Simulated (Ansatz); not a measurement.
Isolated molecules relaxed with PBE0-D4/def2-TZVP in Ansatz; ΔE leaves out vibrations. CBS: MP2 limit from def2 TZ/QZ plus the TZ coupled-cluster correction, frozen cores. Functionals use def2-TZVPP. B3LYP here is the variant with VWN-RPA as its local correlation; programs differ in this. HSE06 is defined as in plane-wave codes. For Ge outer-core shells are correlated without core-valence functions, which leaves a few kJ/mol of doubt a bond. Scalar relativity is left out up to krypton. Each species was taken in one conformer, which may not be the lowest.

Reaction (silylene formation by 1,1-elimination): `C=C[N]([GeH3])[Si](C)(C)C` → `C[Si]C` + `C=C[N](C)[GeH3]`

CCSD(T)/CBS gives +365.4 kJ/mol.

Another level gave +346.0 kJ/mol. Which?
A. BHLYP-D4/def2-TZVPP
B. MP2/def2-TZVPP
C. B3LYP-D4/def2-TZVPP
D. HSE06/def2-TZVPP

D. HSE06 346.0, B3LYP-D4 353.2, BHLYP-D4 370.1, MP2/def2-TZVPP 380.9 kJ/mol.

Largest T1 diagnostic among the species: 0.012.

The D4 term adds +31.8 kJ/mol with B3LYP and +18.8 kJ/mol with PBE0; it sums over pairs of atoms, weighted by their polarisabilities, and B3LYP, whose exchange is more repulsive, gets the larger term. At CCSD(T), def2-SVP lies −36.3 kJ/mol from the extrapolated value and def2-TZVPP −6.6 kJ/mol. From r2SCAN to r2SCAN0 (25 % exact exchange), in def2-TZVPP and without D4, ΔE moves by +4.5 kJ/mol.

CCSD(T)/CBS has its own doubt, a few kJ/mol and more with outer-core shells, so smaller differences from it don't rank the levels.
